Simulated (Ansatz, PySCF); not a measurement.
Reaction (SMILES): C[Si](O)(O)O [trihydroxy(methyl)silane] + 4 [H][H] (H2) → C (CH4) + 3 O (H2O) + [SiH4] (SiH4)
Geometries: B3LYP-D3(BJ)/def2-TZVP minima from Ansatz (a first-principles code), one conformer each, not searched for the lowest. Frequencies are from Ansatz or PySCF.

Wanted: energy of full hydrogenation (enthalpy at 298 K, with B3LYP-D3(BJ) rigid-rotor harmonic-oscillator terms), in kJ/mol. Valence correlation only, unless marked. Spin-orbit coupling is left out. No relativistic terms. Basis-set limits of correlation are two-point, X^-3; Hartree-Fock from the larger set.

CCSD(T)/CBS(cc-pV(T+d)Z,cc-pV(Q+d)Z) (Ansatz) gives 293.7 kJ/mol.

Q: Another calculation gave 267.9 kJ/mol. Which level was it?
A) r2SCAN/def2-TZVPD (Ansatz)
B) BLYP/def2-TZVPD (Ansatz)
C) CAM-B3LYP/def2-TZVPD (Ansatz)
D) wB97M-V/def2-TZVPD (Ansatz)

A: C, CAM-B3LYP/def2-TZVPD (Ansatz). The others give 296.0 (r2SCAN), 249.1 (BLYP), 283.3 (wB97M-V) kJ/mol.
